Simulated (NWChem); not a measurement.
**Correlation energy of ClGe**

```
Ge
Cl 1 2.2045
```
Charge 0, spin multiplicity 2.

Program: NWChem. The geometry was optimised at UB3LYP/def2-SVP, a minimum by its harmonic frequencies.

Basis set: def2-SVP. Each correlation energy counts from its own Hartree-Fock reference.

The Hamiltonian is non-relativistic. The correlated methods keep 14 core orbitals frozen. This spin state was chosen for the runs; another may lie lower. The structure started from a generated list of species. The unpaired electrons of the parent sit in orbitals of symmetry b1 (C2v labels of the run); other states weren't searched. No SCF solution was tested for a lower state. Open-shell Hartree-Fock references start from PBE0 orbitals. Coupled-cluster values serve here as a point of comparison, not as the truth.

Problem. One of these methods gave a correlation energy of -317.2 mHa. Which?
(A) CCSD[T] on UHF
(B) UMP2
(C) SCS-UMP2
(D) CCSD on UHF

Solution. B, UMP2. The others give -298.3 (SCS-UMP2), -331.8 (CCSD on UHF), -342.0 (CCSD[T] on UHF).
